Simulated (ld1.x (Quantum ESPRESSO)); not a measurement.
**Configuration tests for molybdenum (TM)**

- Element: Mo
- Generator: ld1.x (Quantum ESPRESSO) 7.5
- Type: norm-conserving Troullier–Martins (Kleinman–Bylander form)
- Functional: PBE
- Relativity: scalar-relativistic
- Frozen core: [Ar] 3d10
- Valence charge: 14
- Reference configuration: 4s2 4p6 4d5 5s0 5p0 (charge +1)
- Partial waves: 4s (bound): rc 1.60 bohr; 4p (bound): rc 2.15 bohr; 4d (bound): rc 2.45 bohr
- Local potential: the d channel
- Core correction: none

Energies are relative to the spin-unpolarised reference configuration 4s2 4p6 4d5 5s0 5p0; without spin polarisation the order of configurations can differ from experiment.

Give the all-electron excitation energy and the error of the potential for: 4s2 4p6 4d5 5s1 5p0; 4s2 4p6 4d4 5s0 5p0; 4s2 4p6 4d3 5s0 5p0; 4s2 4p6 4d6 5s0 5p0; 4s2 4p5 4d5 5s1 5p0; 4s2 4p6 4d4 5s1 5p1; 4s2 4p6 4d4 5s2 5p0.

| valence configuration | charge | ΔE all-electron (eV) | error AE − PS (meV) |
| --- | --- | --- | --- |
| 4s2 4p6 4d5 5s1 5p0 | 0 | -6.890 | +185 |
| 4s2 4p6 4d4 5s0 5p0 | +2 | 15.462 | -4.7 |
| 4s2 4p6 4d3 5s0 5p0 | +3 | 42.206 | +3.1 |
| 4s2 4p6 4d6 5s0 5p0 | 0 | -6.127 | -5.1 |
| 4s2 4p5 4d5 5s1 5p0 | +1 | 37.077 | +326 |
| 4s2 4p6 4d4 5s1 5p1 | 0 | -3.150 | +274 |
| 4s2 4p6 4d4 5s2 5p0 | 0 | -6.691 | +491 |

Levels in the configuration 4s2 4p6 4d3 5s0 5p0:

```
level  all-electron (eV)  pseudo (eV)
   4s            -96.301      -96.243
   4p            -70.021      -70.000
   4d            -32.906      -32.871
```
